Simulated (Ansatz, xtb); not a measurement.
**C5H7F3Si: which of two isomers lies lower**

We compare I, `CC#CCC(F)(F)[SiH2]F`, a singlet, with II, `C=C1[C@@H](F)C[C@H](F)[Si@H]1F`, a singlet. Both are isolated molecules in the gas phase, relaxed with PBE0-D3(BJ)/def2-SVP; each stands in its lowest conformer found.

I (Å):

| atom | x (Å) | y (Å) | z (Å) |
| --- | --- | --- | --- |
| C | -2.8129 | -1.1230 | -0.6034 |
| C | -1.5075 | -0.9395 | 0.0074 |
| C | -0.4200 | -0.7844 | 0.5186 |
| C | 0.9034 | -0.5984 | 1.0948 |
| C | 1.8344 | 0.1902 | 0.1910 |
| F | 3.0487 | 0.2688 | 0.8104 |
| F | 1.3737 | 1.4713 | 0.0664 |
| F | 2.4081 | -2.0695 | -1.4570 |
| Si | 2.0804 | -0.4819 | -1.5919 |
| H | -3.2567 | -2.0867 | -0.3090 |
| H | -2.7386 | -1.1093 | -1.7022 |
| H | -3.5081 | -0.3235 | -0.3031 |
| H | 1.3800 | -1.5728 | 1.2920 |
| H | 0.8528 | -0.0569 | 2.0556 |
| H | 3.2564 | 0.2073 | -2.1825 |
| H | 0.8528 | -0.3071 | -2.4054 |

II (Å):

```xyz
16

C    -0.5291    0.2883   -1.6734
C     0.0587    0.3322   -0.4742
C    -0.6646    0.7771    0.7779
C    -0.2131   -0.1199    1.9309
C     1.3050   -0.1992    1.9152
F    -2.0285    0.7386    0.6308
F     1.8244    1.0247    2.3410
F     1.9006   -1.8980   -0.4053
Si    1.7160   -0.3466    0.0560
H    -0.0071   -0.0823   -2.5606
H    -1.5694    0.6067   -1.8026
H    -0.3884    1.8234    1.0075
H    -0.5880    0.2425    2.9007
H    -0.6282   -1.1286    1.7607
H     1.6850   -0.9891    2.5819
H     2.9383    0.3805   -0.3674
```

**Question.** Estimate E(II) − E(I) at the level CCSD(T)/def2-SVP + ΔMP2/def2-TZVPP.

**Answer.** Calculated at CCSD(T)/def2-SVP + ΔMP2/def2-TZVPP: E(II) − E(I) = −108.3 kJ/mol, so structure II lies lower.

Level by level:

```
                             level              geometry  E(II) − E(I) (kJ/mol)  departure from the last row (kJ/mol)  job, with rough time for the two
              PBE0-D3(BJ)/def2-SVP  PBE0-D3(BJ)/def2-SVP                  −123.8                                 −15.5                optimisation, 88 s
                       HF/def2-SVP  PBE0-D3(BJ)/def2-SVP                   −90.7                                 +17.6           part of the CCSD(T) run
                      MP2/def2-SVP  PBE0-D3(BJ)/def2-SVP                   −94.1                                 +14.2           part of the CCSD(T) run
                  CCSD(T)/def2-SVP  PBE0-D3(BJ)/def2-SVP                  −100.8                                  +7.5                      single point
CCSD(T)/def2-SVP + ΔMP2/def2-TZVPP  PBE0-D3(BJ)/def2-SVP                  −108.3                                                   single point, 4.2 min
```

As drawn, II has 1 C=C, 1 C–Si, 1 C–H in place of 1 C≡C, 1 Si–H. Structure I has no ring, II a 5-membered ring.

The levels shown agree on the order. The largest departure from CCSD(T)/def2-SVP + ΔMP2/def2-TZVPP is that of HF/def2-SVP, 17.6 kJ/mol. A small imaginary or near-zero mode remains, so no thermal terms are given. Levels run at GFN2-xTB geometries aren't shown. The last row adds to CCSD(T) the change of the MP2 difference between the two basis sets, here −7.5 kJ/mol.

The correlated steps freeze 13 core orbitals. Run with Ansatz 0.2.0, xtb 6.7.1; the last row on 4 threads of Arm Neoverse V1 on a shared host.
